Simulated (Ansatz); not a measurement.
`C=C[SiH](F)[SiH2]F` + HBr → `C=C[SiH](F)Br` + `F[SiH3]`  (cleavage of the Si–Si bond)

Gas-phase electronic energies from Ansatz, PBE0-D4/def2-TZVP geometries. CBS: MP2 limit from def2 TZ/QZ plus the TZ coupled-cluster correction, frozen cores. This one scheme is used for every species. Functionals use def2-TZVPP. B3LYP here is the variant with VWN-RPA as its local correlation; programs differ in this. For Br outer-core shells are correlated without core-valence functions, which leaves a few kJ/mol of doubt a bond. Scalar relativity is left out up to krypton. One conformer a species, not always the lowest.

`C=C[SiH](F)[SiH2]F`:

```xyz
12

C    -1.001    1.460   -1.523
C    -1.121    0.705   -0.433
Si   -0.201   -0.883   -0.215
F     0.589   -1.204   -1.579
Si    1.404   -0.718    1.503
F     0.636   -0.257    2.841
H    -0.363    1.168   -2.351
H    -1.539    2.397   -1.637
H    -1.773    1.043    0.371
H    -1.141   -2.008    0.044
H     2.432    0.308    1.188
H     2.079   -2.011    1.791
```

HBr:

Z-matrix (Å, degrees):
```
Br
H 1 1.420
```

`C=C[SiH](F)Br`:

```xyz
9

C    -0.931    0.524    1.156
C    -0.756   -0.042   -0.035
Si    0.936   -0.412   -0.648
F     1.107   -1.970   -0.934
Br    1.313    0.628   -2.562
H    -1.916    0.768    1.543
H    -0.092    0.771    1.801
H    -1.623   -0.267   -0.652
H     1.963    0.000    0.331
```

`F[SiH3]`:

Cartesian coordinates in Å:
```
F -1.539 -0.044 0.249
Si 0.040 0.001 -0.006
H 0.614 1.093 0.814
H 0.272 0.255 -1.448
H 0.613 -1.306 0.391
```

Is it downhill or uphill in electronic energy at CCSD(T)/CBS, and by how much? (Estimate.)

The calculation gave: Downhill: ΔE = -29.8 kcal/mol.

What do these levels give: PBE0-D4, B3LYP-D4, PBE, PBE0, B3LYP, CCSD/def2-TZVPP, HF/def2-QZVPP, MP2/def2-QZVPP, SCS-MP2/def2-QZVPP, HF/CBS(def2), MP2/CBS(def2), CCSD/CBS(def2)? (Best estimate.)

The calculation gave: PBE0-D4 -26.8, B3LYP-D4 -27.7, PBE -25.4, PBE0 -27.2, B3LYP -28.2, CCSD/def2-TZVPP -29.2, HF/def2-QZVPP -32.7, MP2/def2-QZVPP -32.5, SCS-MP2/def2-QZVPP -31.8, HF/CBS(def2) -32.7, MP2/CBS(def2) -32.8, CCSD/CBS(def2) -30.0 kcal/mol.

Largest T1 diagnostic among the species: 0.012.

From PBE to PBE0 (25 % exact exchange), in def2-TZVPP and without D4, ΔE moves by −1.7 kcal/mol.
